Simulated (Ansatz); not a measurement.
C2H4Ge, SMILES `C=[CH][GeH]` (lower singlet; C–C–Ge–H torsion 179°) (charge 0, multiplicity 1). This singlet lies 1.25 eV below the relaxed triplet at the level B3LYP/cc-pVTZ // PBE0-D3(BJ)/def2-TZVP (Ansatz, a program for electronic structure).

Cartesian coordinates (Å):
```xyz
7

C     -1.1674     0.0232     0.1428
C      0.1012     0.2342    -0.2222
Ge     1.4826    -0.8891     0.6093
H     -1.4225    -0.7403     0.8757
H     -2.0030     0.5904    -0.2629
H      0.3074     1.0086    -0.9580
H      2.7017    -0.2270    -0.1848
```
Charge 0, multiplicity 1.

The restricted HF start is unstable towards unrestricted orbitals.

### Question
Give the natural occupations of the active orbitals, the CASSCF energy and the corrected energy for frozen-core fic-MRCISD+Q@CASSCF(2e,2o)/cc-pVTZ // PBE0-D3(BJ)/def2-TZVP (Ansatz).

### Answer

The natural occupations is 1.92, 0.08 and the CASSCF energy is -2153.4570 Ha. The corrected energy is -2153.9655 Ha. The weight of the reference is 0.874.
